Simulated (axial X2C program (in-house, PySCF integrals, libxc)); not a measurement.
**NiN: a run with one poor setting**

Computed with an in-house relativistic program for diatomic molecules. Spin-free means the one-electron spin-free X2C Hamiltonian. Basis: Ni dyall-v3z [9s9p6d3f2g], N dyall-v3z [6s6p2d1f] (cores contracted in-house); Gaussian nuclei, density fitting, unrestricted open shells. Masses: Ni 57.935 u, N 14.003 u.

One setting of this run was spoiled on purpose, so its numbers are not properties of NiN. Level: HF, without spin–orbit coupling; state M_S = 3/2, Λ = 0 (beyond evenly filled blocks: σα, π+α, π-α).

```csv
R (Å),E − E(lowest point) (eV),SCF iterations
1.434,3.0791,17
1.500,2.1373,16
1.549,1.5741,15
1.599,1.1219,13
1.648,0.7691,16
1.706,0.4621,13
1.763,0.2483,13
1.837,0.0812,13
1.928,0.0000,14
2.060,0.0416,15
```

Fit: Re 1.957 Å, ωe 491.8 cm⁻¹, residual 0.72 microhartree, De -0.09 eV.

Output at the reference distance:

```
spin-free X2C-1e  HF
basis functions 146  fitting functions 397  grid points 5073
iter        total energy     max residual
   1      -1573.245504767     1.43e-01
   2      -1573.298676940     3.86e-02
   3      -1573.318574467     3.10e-02
   4      -1573.330942875     2.42e-02
   5      -1573.337049336     8.17e-03
   6      -1573.338403394     3.38e-03
   7      -1573.338657211     1.95e-03
   8      -1573.338711944     1.01e-03
   9      -1573.338726367     6.32e-04
  10      -1573.338733205     4.02e-04
  11      -1573.338736047     1.29e-04
  12      -1573.338736467     5.80e-05
  13      -1573.338736558     1.97e-05
  14      -1573.338736568     9.91e-06
  15      -1573.338736571     3.22e-06
  16      -1573.338736571     1.61e-06
converged
one-electron -2312.75986161  Coulomb 745.11367629  exact exchange -68.62867585  xc functional 0.00000000  nuclear repulsion 62.93612460
```

Task: Which setting was spoiled?
A. integration grid too coarse
B. virtual space cut too low
C. density fitting set too sparse
D. too few iterations allowed
E. an excited determinant was followed

Result: C. Density fitting set too sparse: ratio 6 between fitting exponents against the usual 2.
